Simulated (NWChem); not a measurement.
System meant: CH7NO2Si; SMILES C[Si](N)(O)O

NWChem input:

```
start job
memory heap 200 mb stack 900 mb global 1100 mb
geometry units angstroms noautoz
  C      0.544768     1.812608     0.091473
  Si     0.075083     0.015897     0.002794
  N     -1.634249    -0.069204    -0.220275
  O      0.996829    -0.691791    -1.188886
  O      0.456994    -0.876992     1.361653
  H     -0.066690     2.361281     0.824006
  H      1.601869     1.912986     0.380230
  H      0.422641     2.297660    -0.889931
  H     -2.071768    -0.957762    -0.441098
  H     -2.097726     0.680825    -0.721288
  H      1.348520    -1.555525    -0.954378
  H     -0.202344    -0.837648     2.060057
end
basis spherical
  C library def2-svp
  Si library def2-svp
  N library def2-svp
  O library def2-svp
  H library def2-svp
end
dft
  xc b3lyp
  iterations 4
  mulliken
end
task dft energy
```

End of the output:

```
    Atom       Charge   Shell Charges
 -----------   ------   -------------------------------------------------------
    1 C    6     6.25   1.96  0.59  0.33  1.91  1.41  0.05
    2 Si  14    13.43   2.00  1.92  0.57  0.24  5.81  1.23  0.85  0.82
    3 N    7     7.23   1.97  0.71  0.44  2.26  1.83  0.02
    4 O    8     8.23   1.97  0.88  0.60  2.73  2.04  0.01
    5 O    8     8.24   1.97  0.88  0.60  2.73  2.04  0.01
    6 H    1     0.97   0.63  0.27  0.07
    7 H    1     0.96   0.63  0.27  0.07
    8 H    1     0.96   0.63  0.27  0.07
    9 H    1     0.94   0.60  0.22  0.13
   10 H    1     0.94   0.59  0.22  0.13
   11 H    1     0.92   0.55  0.18  0.19
   12 H    1     0.92   0.56  0.18  0.19

 center of mass
 --------------
 x =   0.02156380 y =  -0.07556049 z =  -0.01058345

 moments of inertia (a.u.)
 ------------------
         495.649329094644          -0.000000000000          -0.000000000000
          -0.000000000000         474.485626767180          -0.000000000000
          -0.000000000000          -0.000000000000         545.981165259718

     Multipole analysis of the density
     ---------------------------------

     L   x y z        total         alpha         beta         nuclear
     -   - - -        -----         -----         ----         -------
     0   0 0 0     -0.000000    -25.000000    -25.000000     50.000000

     1   1 0 0     -0.731776     -0.365888     -0.365888     -0.000000
     1   0 1 0      0.006925      0.003462      0.003462     -0.000000
     1   0 0 1      0.020234      0.010117      0.010117     -0.000000

     2   2 0 0    -26.685595    -90.832966    -90.832966    154.980336
     2   1 1 0      0.050936     -2.044722     -2.044722      4.140381
     2   1 0 1      0.994791     -1.885041     -1.885041      4.764872
     2   0 2 0    -25.394180    -99.282411    -99.282411    173.170642
     2   0 1 1      0.534339     -1.776313     -1.776313      4.086965
     2   0 0 2    -27.489104    -74.496112    -74.496112    121.503121

 ------------------------------------------------------------------------
 dft energy failed                                                                                  0
 ------------------------------------------------------------------------
 ------------------------------------------------------------------------
  current input line :
    29: task dft energy
 ------------------------------------------------------------------------
 ------------------------------------------------------------------------
 This type of error is most commonly associated with calculations not reaching convergence criteria
 ------------------------------------------------------------------------
 For more information see the NWChem manual at https://nwchemgit.github.io

0:dft energy failed:Received an Error in Communication
```

### Question
Find the fault in this run and fix the input.

### Answer
Convergence was not reached. Cause: the SCF was allowed too few iterations. This input runs:
```
start job
memory heap 200 mb stack 900 mb global 1100 mb
geometry units angstroms noautoz
  C      0.544768     1.812608     0.091473
  Si     0.075083     0.015897     0.002794
  N     -1.634249    -0.069204    -0.220275
  O      0.996829    -0.691791    -1.188886
  O      0.456994    -0.876992     1.361653
  H     -0.066690     2.361281     0.824006
  H      1.601869     1.912986     0.380230
  H      0.422641     2.297660    -0.889931
  H     -2.071768    -0.957762    -0.441098
  H     -2.097726     0.680825    -0.721288
  H      1.348520    -1.555525    -0.954378
  H     -0.202344    -0.837648     2.060057
end
basis spherical
  C library def2-svp
  Si library def2-svp
  N library def2-svp
  O library def2-svp
  H library def2-svp
end
dft
  xc b3lyp
  iterations 150
  mulliken
end
task dft energy
```
It converges to -536.88755 Ha (B3LYP/def2-SVP).
